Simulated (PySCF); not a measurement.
C3H2O. Atoms are numbered in the order given.

```xyz
6

C     -0.1340    -1.8760     0.0000
C      0.0892    -0.6834     0.0000
C      0.4082     0.7342     0.0000
O     -0.4172     1.6159     0.0000
H     -0.3472    -2.9297     0.0000
H      1.5045     0.9541     0.0000
```
Charge 0, spin multiplicity 1.

Geometry: B3LYP-D3(BJ)/def2-SVP.

Calculation: PBE/def2-TZVPD (PySCF).

Symmetry labels are those of the subgroup Cs that the program uses (full group Cs).

Computed valence orbital energies around the gap with their symmetry:
| orbital | symmetry | energy (eV) |
|---|---|---|
| HOMO−7 | A' | -16.84 |
| HOMO−6 | A' | -13.77 |
| HOMO−5 | A' | -12.74 |
| HOMO−4 | A' | -11.23 |
| HOMO−3 | A" | -10.52 |
| HOMO−2 | A" | -7.83 |
| HOMO−1 | A' | -7.69 |
| HOMO | A' | -6.54 |
| LUMO | A" | -3.31 |
| LUMO+1 | A' | -0.97 |
| LUMO+2 | A' | -0.09 |
| LUMO+3 | A' | 0.44 |
